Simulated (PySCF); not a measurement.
# Computed properties of H₇NSi₂, SMILES N[SiH2][SiH3]

H₇NSi₂, SMILES N[SiH2][SiH3]. Geometry: r2SCAN-D4/def2-SVP. The values are those of a single conformer. All values are computed for the isolated molecule unless a solvent is named; none is compared with measurement here.

**Structure.** The optimised structure has Cs symmetry. All 24 harmonic modes at r2SCAN-D4/def2-SVP (PySCF) are real, so it is a minimum. With heavy atoms numbered as in [SiH3:1][SiH2:2][NH2:3], the shortest bond between them is Si2–N3 at 1.743 Å and the longest Si1–Si2 at 2.361 Å.

**Vibrations.** The strongest infrared lines (harmonic, unscaled, degenerate partners summed) lie at 818 cm⁻¹ (309 km/mol, H 50 %, Si 25 %, N 25 %), 2213 cm⁻¹ (204 km/mol, H 96 %), 446 cm⁻¹ (199 km/mol, H 84 %, N 14 %). The softest mode is at 115 cm⁻¹ and the zero-point energy is 42.0 kcal/mol.

**Electronic structure.** HF/def2-TZVPD (PySCF) places the frontier levels at -9.99 and 1.83 eV, a gap of 11.82 eV, and gives a dipole moment of 1.09 D and a mean polarisability of 65.0 bohr³.

**Excitations.** TDDFT-ωB97X/def2-SVPD (PySCF) has S1 at 5.94 eV (209 nm, f = 0.024, weak); the most intense of the 10 singlets computed lies at 7.85 eV (f = 0.21). T1 (TDA) is at 5.45 eV. No vertical singlet excitation falls in the visible range (under 3.1 eV).

**NMR.** GIAO shifts at PBE0/pcSseg-1 (PySCF) (non-relativistic, atoms alike by connectivity averaged): ¹H from -0.2 to 5.3 ppm against TMS; ²⁹Si from -108.7 to -43.9 ppm against TMS.
